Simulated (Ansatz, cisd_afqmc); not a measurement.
System: BH2, charge 0, doublet. BH2 (SMILES [BH2], doublet).
B3LYP-D3(BJ)/def2-TZVP minimum from Ansatz (a first-principles code):
```xyz
3

B      0.1441    -0.0062    -0.0077
H     -0.4073    -1.0572    -0.0004
H     -0.3134     1.0880     0.0389
```
Charge 0, spin multiplicity 2.

Total energies in cc-pVDZ, 5 correlated electrons, 1 frozen orbitals. UHF or UKS for unpaired electrons; spin-orbit terms are left out. Correlated methods leave the cores frozen. No relativity. AFQMC/CISD: phaseless, guided by CISD from CCSD amplitudes; bars are statistical, one sigma. Outlying blocks are dropped, and bars are widened where a walk drifts. Over all cases where full CI ran beside it in this data, AFQMC minus full CI had a median of +0.1 mEh and passed +0.4 mEh in a tenth of the cases. Full CI freezes restricted core orbitals and the other rows unrestricted ones, which leaves a small offset even where coupled cluster is exact.

```tsv
method	program	energy (Eh)	error against FCI (mEh)
HF	Ansatz	-25.75291	87.65
MP2	Ansatz	-25.81923	21.33
CCSD	Ansatz	-25.83902	1.54
CCSD(T)	Ansatz	-25.84018	0.38
CCSDT(Q)	Ansatz	-25.84056	0.00
CCSDTQ	Ansatz	-25.84057	-0.01
AFQMC/CISD	cisd_afqmc	-25.8404 ± 0.0001	0.1 ± 0.1
FCI	Ansatz	-25.84056	0.00
```
